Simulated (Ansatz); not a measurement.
`[CH3][GaH][SnH3]` + `COC(=N)Cl` → `[CH3][GaH][Cl]` + `CO[C](=N)[SnH3]`  (formal exchange of groups at a Ga–Sn bond)

Program: Ansatz. Geometries: PBE0-D4/def2-TZVP. ΔE: electronic, gas phase. CBS: MP2 limit from def2 TZ/QZ plus the TZ coupled-cluster correction, frozen cores. DFT in def2-TZVPP. Elements past krypton have def2 core potentials. For Ga, Sn outer-core shells are correlated without core-valence functions, which leaves a few kJ/mol of doubt a bond. Scalar relativity is left out up to krypton. Each species was taken in one conformer, which may not be the lowest.

`[CH3][GaH][SnH3]`:

Cartesian coordinates in Å:
```
C 0.122 -0.691 -1.895
Ga -0.859 -0.302 -0.233
Sn 0.327 0.813 1.827
H -0.532 -0.647 -2.767
H 0.969 -0.020 -2.039
H 0.515 -1.712 -1.829
H -2.382 -0.695 -0.105
H -0.507 2.203 2.381
H 0.413 -0.256 3.164
H 1.934 1.308 1.496
```

`COC(=N)Cl`:

Cartesian coordinates in Å:
```
C -0.699 0.946 -0.011
O -0.693 -0.391 0.459
C 0.410 -1.101 0.200
N 1.466 -0.795 -0.398
Cl 0.211 -2.687 0.851
H -1.659 1.361 0.287
H -0.608 0.979 -1.101
H 0.108 1.525 0.447
H 1.463 0.163 -0.735
```

`[CH3][GaH][Cl]`:

Z-matrix (Å, degrees):
```
C
Ga 1 1.952
H 1 1.089 2 110.9
H 1 1.093 2 110.2 3 121.1
H 1 1.093 2 109.9 3 -120.7
Cl 2 2.160 1 116.2 3 2.5
H 2 1.560 1 130.1 3 -177.6
```

`CO[C](=N)[SnH3]`:

Cartesian coordinates in Å:
```
C 0.087 1.659 1.216
O 0.350 0.861 0.073
C -0.194 -0.379 0.040
N -0.920 -0.935 0.909
Sn 0.322 -1.429 -1.773
H 0.604 2.601 1.050
H -0.985 1.848 1.329
H 0.472 1.188 2.125
H -1.104 -0.354 1.728
H -0.410 -2.962 -1.724
H -0.242 -0.530 -3.109
H 2.019 -1.569 -1.864
```

```json
{"level": "r2SCAN-D4", "ΔE (kJ/mol)": "-109.6"}
{"level": "PBE", "ΔE (kJ/mol)": "-98.8"}
{"level": "r2SCAN", "ΔE (kJ/mol)": "-109.3"}
{"level": "SCS-MP2/def2-TZVPP", "ΔE (kJ/mol)": "-121.4"}
{"level": "MP2/def2-QZVPP", "ΔE (kJ/mol)": "-118.3"}
{"level": "SCS-MP2/def2-QZVPP", "ΔE (kJ/mol)": "-121.1"}
{"level": "MP2/CBS(def2)", "ΔE (kJ/mol)": "-117.1"}
{"level": "CCSD/CBS(def2)", "ΔE (kJ/mol)": "-117.7"}
```

What does CCSD(T)/CBS give? (Best estimate.)

The calculation gave: -117.0 kJ/mol. The listed levels differ from it by 7.4, 18.2, 7.7, -4.4, -1.3, -4.1, -0.1, -0.7 kJ/mol.

Largest T1 diagnostic among the species: 0.014.

From PBE to PBE0 (25 % exact exchange), in def2-TZVPP and without D4, ΔE moves by −4.3 kJ/mol. In def2-TZVPP, CCSD(T) changes the Hartree–Fock value by +10.2 kJ/mol (the triples alone add +0.7 kJ/mol) and MP2 by +10.1 kJ/mol.

CCSD(T)/CBS has its own doubt, a few kJ/mol and more with outer-core shells, so smaller differences from it don't rank the levels.
